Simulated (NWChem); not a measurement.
System meant: WNH$_{2}$S$_{2}$Cl; SMILES [NH]=[W](=[S])([SH])[Cl]

The following NWChem deck was run.

```
start job
memory heap 200 mb stack 900 mb global 1100 mb
geometry units angstroms noautoz
  W      0.041927    -0.038692    -0.154646
  N      0.036632    -0.146331    -1.885116
  H      0.450097    -0.180374    -2.813986
  S      2.043189    -0.003529     0.566844
  Cl    -1.088273     1.851994     0.457480
  S     -0.877893    -2.037634     0.623260
  H     -1.689825    -2.245859    -0.439513
end
basis spherical
  * library def2-svp
end
dft
  xc xpbe96 cpbe96
  iterations 150
  mulliken
end
task dft energy
```

End of the output:

```
          Convergence Information
          -----------------------
          Convergence aids based upon iterative change in
          total energy or number of iterations.
          Levelshifting, if invoked, occurs when the
          HOMO/LUMO gap drops below (HL_TOL):  1.00D-02
          DIIS, if invoked, will attempt to extrapolate
          using up to (NFOCK): 10 stored Fock matrices.

                    Damping( 0%)  Levelshifting(0.5)       DIIS
                  --------------- ------------------- ---------------
          dE  on:    start            ASAP                start
          dE off:    2 iters        150 iters           150 iters

      Screening Tolerance Information
      -------------------------------
          Density screening/tol_rho:  1.00D-10
          AO Gaussian exp screening on grid/accAOfunc:  14
          CD Gaussian exp screening on grid/accCDfunc:  20
          XC Gaussian exp screening on grid/accXCfunc:  20
          Schwarz screening/accCoul:  1.00D-08

      Superposition of Atomic Density Guess
      -------------------------------------

      charge =      74.0 W (Tungsten)

      symmetry species            s     p     d     f
      number of basis functions = 7     6     5     1
      number of cont. functions = 6     3     2     1
      number of closed shells   = 6     4     2     1
      number of open shells     = 0     0     1     0
      open shell occupation     = 0     0     4     0
 ------------------------------------------------------------------------
 atomscf:atomd: error in atom scf                   0
 ------------------------------------------------------------------------
 ------------------------------------------------------------------------
  current input line :
    20: task dft energy
 ------------------------------------------------------------------------
 ------------------------------------------------------------------------
 This error has not yet been assigned to a category
 ------------------------------------------------------------------------
 For more information see the NWChem manual at https://nwchemgit.github.io

0:atomscf:atomd: error in atom scf:Received an Error in Communication
```

Q: What is wrong, and how is it mended?

A: The program stopped with an error. Cause: the def2 basis of a heavy element holds valence functions alone and wants its effective core potential (without it all electrons must fit into that basis). This input runs:
```
start job
memory heap 200 mb stack 900 mb global 1100 mb
geometry units angstroms noautoz
  W      0.041927    -0.038692    -0.154646
  N      0.036632    -0.146331    -1.885116
  H      0.450097    -0.180374    -2.813986
  S      2.043189    -0.003529     0.566844
  Cl    -1.088273     1.851994     0.457480
  S     -0.877893    -2.037634     0.623260
  H     -1.689825    -2.245859    -0.439513
end
basis spherical
  * library def2-svp
end
ecp
  W library def2-ecp
end
dft
  xc xpbe96 cpbe96
  iterations 150
  mulliken
end
task dft energy
```
It converges to -1378.83018 Ha (PBE/def2-SVP with def2 effective core potentials on W).
